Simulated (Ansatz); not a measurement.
A first, cheap relaxation of `C=[N][SnH]([CH3])[OH]`.

```yaml
crystal:
  periodic: [false, false, false]
  atoms:
    - {symbol: C, position_ang: [-1.123700, 1.559500, 1.078200]}
    - {symbol: N, position_ang: [-0.972400, 0.400000, 1.464000]}
    - {symbol: Sn, position_ang: [0.388600, -0.789200, 0.533900]}
    - {symbol: C, position_ang: [-0.014200, -0.992600, -1.526300]}
    - {symbol: O, position_ang: [2.211800, 0.039600, 0.681500]}
    - {symbol: H, position_ang: [-1.912700, 2.235000, 1.564400]}
    - {symbol: H, position_ang: [-0.585000, 2.018100, 0.236600]}
    - {symbol: H, position_ang: [0.480500, -2.347700, 1.306500]}
    - {symbol: H, position_ang: [-1.087100, -1.452400, -1.567800]}
    - {symbol: H, position_ang: [-0.099400, -0.001900, -1.979100]}
    - {symbol: H, position_ang: [0.654300, -1.645000, -2.003400]}
    - {symbol: H, position_ang: [2.136400, 0.921300, 0.245600]}
basis:
  gaussian: {orbitals: def2-SVP}
hamiltonian: {xc: pbe, dispersion: d4}
relax: {f_tol: 0.03, max_steps: 200}
```

```sh
$ ansatz run in.yaml --threads 4 --pin off --events-out ev --progress --plain --max-ram 10444MiB
```

Shortened log:

```
Functional definition: PBE
mean field -11543.87823962 eV, -424.2297005844 hartree, gradient 2.8e-5 eV, S^2 0.000000; 0 other end points of the search recorded, 0 dependent functions left out
relax step   1: F+E_penalty+E_count = -11544.13064114 eV  Δ(F+E_penalty+E_count) = +0.000e0 eV  max|allowed force component| = 3.578e0 eV/Å  Δτ_max = 0.0000 Å  (29 SCF iters, accepted)
mean field -11544.03837350 eV, -424.2355853958 hartree, gradient 1.1e-5 eV, S^2 0.000000; 0 other end points of the search recorded, 0 dependent functions left out
relax step   2: F+E_penalty+E_count = -11544.28339801 eV  Δ(F+E_penalty+E_count) = -1.528e-1 eV  max|allowed force component| = 1.670e0 eV/Å  Δτ_max = 0.1949 Å  (31 SCF iters, accepted)
mean field -11544.17036213 eV, -424.2404358887 hartree, gradient 1.9e-5 eV, S^2 0.000000; 0 other end points of the search recorded, 0 dependent functions left out
relax step   3: F+E_penalty+E_count = -11544.41386375 eV  Δ(F+E_penalty+E_count) = -1.305e-1 eV  max|allowed force component| = 2.346e0 eV/Å  Δτ_max = 0.1838 Å  (36 SCF iters, accepted)
mean field -11544.12545606 eV, -424.2387856208 hartree, gradient 1.2e-5 eV, S^2 0.000000; 0 other end points of the search recorded, 0 dependent functions left out
relax step   4: F+E_penalty+E_count = -11544.36953008 eV  Δ(F+E_penalty+E_count) = +4.433e-2 eV  max|allowed force component| = 1.001e0 eV/Å  Δτ_max = 0.1855 Å  (31 SCF iters, rejected (line search))
mean field -11544.25682530 eV, -424.2436133514 hartree, gradient 2.6e-5 eV, S^2 0.000000; 0 other end points of the search recorded, 0 dependent functions left out
relax step   5: F+E_penalty+E_count = -11544.50123762 eV  Δ(F+E_penalty+E_count) = -8.737e-2 eV  max|allowed force component| = 6.006e-1 eV/Å  Δτ_max = 0.0927 Å  (31 SCF iters, accepted)
mean field -11544.26731159 eV, -424.2439987154 hartree, gradient 2.2e-5 eV, S^2 0.000000; 0 other end points of the search recorded, 0 dependent functions left out
relax step   6: F+E_penalty+E_count = -11544.51230994 eV  Δ(F+E_penalty+E_count) = -1.107e-2 eV  max|allowed force component| = 1.935e-1 eV/Å  Δτ_max = 0.1000 Å  (31 SCF iters, accepted)
mean field -11544.27591286 eV, -424.2443148062 hartree, gradient 1.8e-5 eV, S^2 0.000000; 0 other end points of the search recorded, 0 dependent functions left out
relax step   7: F+E_penalty+E_count = -11544.52128709 eV  Δ(F+E_penalty+E_count) = -8.977e-3 eV  max|allowed force component| = 2.129e-1 eV/Å  Δτ_max = 0.1472 Å  (31 SCF iters, accepted)
mean field -11544.28223767 eV, -424.2445472387 hartree, gradient 8.1e-6 eV, S^2 0.000000; 0 other end points of the search recorded, 0 dependent functions left out
relax step   8: F+E_penalty+E_count = -11544.52749239 eV  Δ(F+E_penalty+E_count) = -6.205e-3 eV  max|allowed force component| = 3.008e-1 eV/Å  Δτ_max = 0.1036 Å  (30 SCF iters, accepted)
mean field -11544.24070333 eV, -424.2430208798 hartree, gradient 1.8e-5 eV, S^2 0.000000; 0 other end points of the search recorded, 0 dependent functions left out
relax step   9: F+E_penalty+E_count = -11544.48567117 eV  Δ(F+E_penalty+E_count) = +4.182e-2 eV  max|allowed force component| = 8.959e-1 eV/Å  Δτ_max = 0.1977 Å  (30 SCF iters, rejected (line search))
mean field -11544.29632653 eV, -424.2450649949 hartree, gradient 2.6e-5 eV, S^2 0.000000; 0 other end points of the search recorded, 0 dependent functions left out
relax step  10: F+E_penalty+E_count = -11544.54142565 eV  Δ(F+E_penalty+E_count) = -1.393e-2 eV  max|allowed force component| = 2.067e-1 eV/Å  Δτ_max = 0.0988 Å  (30 SCF iters, accepted)
mean field -11544.30896796 eV, -424.2455295590 hartree, gradient 8.5e-6 eV, S^2 0.000000; 0 other end points of the search recorded, 0 dependent functions left out
relax step  11: F+E_penalty+E_count = -11544.55404448 eV  Δ(F+E_penalty+E_count) = -1.262e-2 eV  max|allowed force component| = 1.447e-1 eV/Å  Δτ_max = 0.1000 Å  (30 SCF iters, accepted)
mean field -11544.32228255 eV, -424.2460188611 hartree, gradient 2.0e-5 eV, S^2 0.000000; 0 other end points of the search recorded, 0 dependent functions left out
relax step  12: F+E_penalty+E_count = -11544.56717521 eV  Δ(F+E_penalty+E_count) = -1.313e-2 eV  max|allowed force component| = 3.241e-1 eV/Å  Δτ_max = 0.1457 Å  (29 SCF iters, accepted)
mean field -11544.31708873 eV, -424.2458279916 hartree, gradient 1.9e-5 eV, S^2 0.000000; 0 other end points of the search recorded, 0 dependent functions left out
relax step  13: F+E_penalty+E_count = -11544.56168337 eV  Δ(F+E_penalty+E_count) = +5.492e-3 eV  max|allowed force component| = 1.022e0 eV/Å  Δτ_max = 0.1935 Å  (35 SCF iters, rejected (line search))
mean field -11544.33297240 eV, -424.2464117059 hartree, gradient 8.1e-6 eV, S^2 0.000000; 0 other end points of the search recorded, 0 dependent functions left out
relax step  14: F+E_penalty+E_count = -11544.57833631 eV  Δ(F+E_penalty+E_count) = -1.116e-2 eV  max|allowed force component| = 2.465e-1 eV/Å  Δτ_max = 0.0968 Å  (30 SCF iters, accepted)
mean field -11544.34101623 eV, -424.2467073111 hartree, gradient 8.4e-6 eV, S^2 0.000000; 0 other end points of the search recorded, 0 dependent functions left out
relax step  15: F+E_penalty+E_count = -11544.58611169 eV  Δ(F+E_penalty+E_count) = -7.775e-3 eV  max|allowed force component| = 2.695e-1 eV/Å  Δτ_max = 0.0990 Å  (31 SCF iters, accepted)
mean field -11544.32070489 eV, -424.2459608833 hartree, gradient 1.1e-5 eV, S^2 0.000000; 0 other end points of the search recorded, 0 dependent functions left out
relax step  16: F+E_penalty+E_count = -11544.56583802 eV  Δ(F+E_penalty+E_count) = +2.027e-2 eV  max|allowed force component| = 7.527e-1 eV/Å  Δτ_max = 0.1476 Å  (30 SCF iters, rejected (line search))
mean field -11544.34869676 eV, -424.2469895655 hartree, gradient 2.0e-5 eV, S^2 0.000000; 0 other end points of the search recorded, 0 dependent functions left out
relax step  17: F+E_penalty+E_count = -11544.59393776 eV  Δ(F+E_penalty+E_count) = -7.826e-3 eV  max|allowed force component| = 8.017e-2 eV/Å  Δτ_max = 0.0738 Å  (29 SCF iters, accepted)
mean field -11544.35333843 eV, -424.2471601437 hartree, gradient 1.9e-5 eV, S^2 0.000000; 0 other end points of the search recorded, 0 dependent functions left out
relax step  18: F+E_penalty+E_count = -11544.59850164 eV  Δ(F+E_penalty+E_count) = -4.564e-3 eV  max|allowed force component| = 9.881e-2 eV/Å  Δτ_max = 0.0732 Å  (29 SCF iters, accepted)
mean field -11544.35648272 eV, -424.2472756941 hartree, gradient 9.1e-6 eV, S^2 0.000000; 0 other end points of the search recorded, 0 dependent functions left out
relax step  19: F+E_penalty+E_count = -11544.60119038 eV  Δ(F+E_penalty+E_count) = -2.689e-3 eV  max|allowed force component| = 3.043e-1 eV/Å  Δτ_max = 0.1097 Å  (31 SCF iters, accepted)
mean field -11544.35712402 eV, -424.2472992616 hartree, gradient 1.7e-5 eV, S^2 0.000000; 0 other end points of the search recorded, 0 dependent functions left out
relax step  20: F+E_penalty+E_count = -11544.60169556 eV  Δ(F+E_penalty+E_count) = -5.052e-4 eV  max|allowed force component| = 2.244e-1 eV/Å  Δτ_max = 0.0171 Å  (32 SCF iters, accepted)
mean field -11544.35763482 eV, -424.2473180328 hartree, gradient 1.8e-5 eV, S^2 0.000000; 0 other end points of the search recorded, 0 dependent functions left out
relax step  21: F+E_penalty+E_count = -11544.60241907 eV  Δ(F+E_penalty+E_count) = -7.235e-4 eV  max|allowed force component| = 1.632e-1 eV/Å  Δτ_max = 0.0308 Å  (31 SCF iters, accepted)
mean field -11544.35832076 eV, -424.2473432408 hartree, gradient 1.8e-5 eV, S^2 0.000000; 0 other end points of the search recorded, 0 dependent functions left out
relax step  22: F+E_penalty+E_count = -11544.60300478 eV  Δ(F+E_penalty+E_count) = -5.857e-4 eV  max|allowed force component| = 3.060e-2 eV/Å  Δτ_max = 0.0122 Å  (32 SCF iters, accepted)
mean field -11544.35841487 eV, -424.2473466993 hartree, gradient 1.8e-5 eV, S^2 0.000000; 0 other end points of the search recorded, 0 dependent functions left out
relax step  23: F+E_penalty+E_count = -11544.60308019 eV  Δ(F+E_penalty+E_count) = -7.541e-5 eV  max|allowed force component| = 2.901e-2 eV/Å  Δτ_max = 0.0065 Å  (31 SCF iters, accepted)
mean field -11544.35841487 eV, -424.2473466993 hartree, gradient 2.1e-5 eV, S^2 0.000000; 1 other end points of the search recorded, 0 dependent functions left out
Total energy: -11544.60312260 eV, -424.2563395426 hartree
Atom 0 at    -1.064296     1.662221     1.392181 Å, force    -0.029009     0.015879    -0.004956 eV/Å
Atom 1 at    -1.354078     0.504636     0.939520 Å, force     0.011976    -0.014318     0.004730 eV/Å
Atom 2 at     0.270800    -0.711072     0.360114 Å, force    -0.003200     0.004432    -0.007165 eV/Å
Atom 3 at    -0.033227    -1.265939    -1.709479 Å, force    -0.002093    -0.008615     0.006073 eV/Å
Atom 4 at     1.951711     0.389789     0.632652 Å, force    -0.002156    -0.000011    -0.005920 eV/Å
Atom 5 at    -1.889290     2.347747     1.710264 Å, force     0.003085    -0.001399     0.001016 eV/Å
Atom 6 at    -0.031327     2.080782     1.508906 Å, force     0.017222     0.000101     0.006507 eV/Å
Atom 7 at     0.453958    -2.015199     1.476559 Å, force    -0.002642     0.002021     0.000631 eV/Å
Atom 8 at    -1.008002    -1.783602    -1.796407 Å, force     0.004633     0.000950     0.001768 eV/Å
Atom 9 at    -0.048817    -0.357783    -2.341107 Å, force     0.000896     0.006703    -0.001582 eV/Å
Atom 10 at     0.776286    -1.940854    -2.045172 Å, force     0.001426    -0.003429    -0.005167 eV/Å
Atom 11 at     2.053382     1.033973    -0.093933 Å, force    -0.000139    -0.002314     0.004064 eV/Å
Dipole moment:     0.031669     0.038688    -0.405711 e Å
```

Run time 59 s (4 threads of an AMD EPYC on a shared host); peak host memory 0.18 GiB.
